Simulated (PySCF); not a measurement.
**Indium: a sound run and one with changed settings**

Sound run: In [Kr] 4d10 5s2 5p1, In+ [Kr] 4d10 5s2. Computed with PySCF 2.14 in def2-SVP with the def2 core potential (28 electrons), with a scalar-relativistic core potential. The sound run starts from symmetry-adapted Hartree-Fock orbitals and uses a fine grid where one is needed.

Changed run: initial guess atom, at most 2 SCF cycles. This setting is unsound on purpose.

| species | method | sound run (hartree) | changed run (hartree) | converged |
| --- | --- | --- | --- | --- |
| In | UHF | -189.20634 | -189.20492 | no |
| In | PBE | -190.11196 | -190.11182 | no |
| In | MN15 | -189.70119 | -189.70032 | no |
| In+ | UHF | -189.01529 | -189.01499 | no |
| In+ | PBE | -189.90694 | -189.90468 | no |
| In+ | MN15 | -189.49332 | -189.49131 | no |

The SCF was stopped early; the energies are upper bounds that still move, and correlated levels were skipped or rest on poor orbitals.
